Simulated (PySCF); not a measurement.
Input of a run (PBE0-D3(BJ)/def2-SVP geometry optimisation, gas phase (PySCF 2.14.0)), started from a GFN2-xTB structure with every atom displaced at random (by about 0.01 Å):
```
{"job": {"xc": "PBE0", "basis": "def2-SVP", "d3": "d3bj", "grid": 1, "shake": 0.01, "kind": "geom"}, "charge": 0, "multiplicity": 1}
C     -2.352440     0.208700     0.130940
O     -1.325200    -0.533910     0.666870
C     -0.089470    -0.151300     0.329860
C      1.066860    -0.776950     0.774310
Al     2.774900    -0.115590     0.204650
Br     2.930500     1.688520    -1.147460
H     -3.286580    -0.213230     0.492190
H     -2.345770     0.208230    -0.972540
H     -2.318040     1.281930     0.476290
H     -0.007990     0.716510    -0.310480
H      0.856310    -1.637150     1.438630
H      4.136610    -0.704030     0.628350
```

Output (energies in Eh, forces in Eh/bohr):
```
step   0  E = -3008.61203640  max force = 0.037278
step   1  E = -3008.61611022  max force = 0.006202
step   2  E = -3008.61595067  max force = 0.003149
step   3  E = -3008.61642901  max force = 0.001238
step   4  E = -3008.61644872  max force = 0.000642
step   5  E = -3008.61644373  max force = 0.000820
step   6  E = -3008.61645294  max force = 0.000540
step   7  E = -3008.61645743  max force = 0.000579
step   8  E = -3008.61646218  max force = 0.000518
step   9  E = -3008.61646673  max force = 0.000447
optimisation converged
```

Question: Summarise the run.

Answer: The energy falls by 11.6 kJ/mol over 10 energy and gradient evaluations, the largest force component goes from 0.0373 to 4.5e-04 Eh/bohr, and the atoms move by 0.106 Å rms after alignment. The bond that changes most is C3=C4 (vinylic carbon bearing oxygen to alkene CH carbon), which shortens by 0.039 Å. Bonds longer at the end by more than 0.005 Å: 5 of 11; shorter: 4. Among the angles that change most is Al5–C4–H11, from 128.0° to 121.8°. The energy rose by more than 1e-6 Eh at steps 2 and 5. The first step brought 92 % of the lowering.

Question: What are the final bond lengths?

Answer: C1–O2 1.407 Å, O2–C3 1.335 Å, C3=C4 1.349 Å, C4–Al5 1.907 Å, Al5–Br6 2.272 Å, C1–H7 1.097 Å, C1–H8 1.103 Å, C1–H9 1.103 Å, C3–H10 1.102 Å, C4–H11 1.098 Å, Al5–H12 1.579 Å. Numbering counts from 1 in the input's order; the species is `[Br][AlH]/[CH]=C/OC`.

The run used 136 basis functions and 61 SCF cycles in all. Time: 91 s wall; peak memory 0.56 GiB. Hardware: one thread, Arm Neoverse V1 (aarch64), shared host.

Whether it is a minimum is left open (no frequencies). The numbers are those of one conformer.

Conformer computed: `[CH3:1][O:2]/[CH:3]=[CH:4]/[AlH:5][Br:6]`: C1–O2–C3–C4 -176°, C3–C4–Al5–Br6 1°.
